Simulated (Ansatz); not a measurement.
Which is lower?

The two ends of one reaction step of CH$_{7}$BrGe, singlet (PBE0-D4/def2-TZVP).

A:

```xyz
10
angstrom
Ge -0.4907 -2.1222 -0.0832
Br 1.8023 -1.8536 0.0109
H -0.8009 -2.8784 -1.3785
H -0.8988 -2.9288 1.1533
H -1.1122 -0.7233 -0.0793
H 1.0283 1.2894 0.0781
C 0.3004 2.1003 0.0753
H -0.3610 2.0002 0.9359
H -0.2878 2.0598 -0.8415
H 0.8203 3.0566 0.1288
```

B:

```
10
angstrom
Ge -0.9707 -0.6180 -0.3053
Br 3.0942 -0.6039 1.1997
H -1.3441 -0.9752 -1.7533
H 0.0751 -1.6558 0.1719
H -2.2104 -0.7703 0.5913
H 1.8410 -1.1445 0.7819
C -0.2284 1.1807 -0.1883
H 0.0489 1.4106 0.8408
H -0.9659 1.9103 -0.5247
H 0.6604 1.2659 -0.8141
```

Ansatz 0.2.0; basis: def2-TZVPP; cores frozen in the correlated methods. Filled d shells of the heavier atoms are correlated. The def2 sets are not built for correlating such inner shells, so the correlated values are less sure here. B3LYP uses VWN-RPA correlation.

Task: Which structure is lower at CCSD(T), and by how much? (Judge from chemistry; the value comes from the calculation.)

Result: The calculation gives: A, by 21.70 kcal/mol (electronic energy, against the other). By their contacts, A is a complex of GeH₃Br ([GeH3][Br]) + CH₄ and B is a complex of CH₆Ge ([CH3][GeH3]) + HBr.

All methods give the same order:

```csv
method,E(B) − E(A) (kcal/mol)
SPW92,19.14
PBE-D4,22.05
BLYP-D4,22.73
r2SCAN-D4,23.37
B97M-V,23.26
PBE0-D4,23.00
B3LYP-D4,23.49
r2SCAN0-D4,23.89
BHLYP-D4,24.97
CAM-B3LYP-D4,22.94
wB97X-V,23.25
wB97M-V,23.19
B2PLYP,23.55
PBE-QIDH,23.30
RPA on PBE,21.21
HF,28.00
MP2,22.24
CCSD,22.23
CCSD(T),21.70
```

T1 diagnostic: at most 0.009.

Labels in which every atom is bracketed show which atoms are joined, not bond orders.

For scale, one of the runs: CCSD(T)/def2-TZVPP, 225 basis functions, launched by `ansatz run in.yaml --threads 8 --pin off --events-out ev --progress --plain --max-ram 19148MiB`. The run took 23 s on 8 CPU threads of an Intel Xeon 6975P-C (shared host), with 4.1 GiB of host memory at its peak.
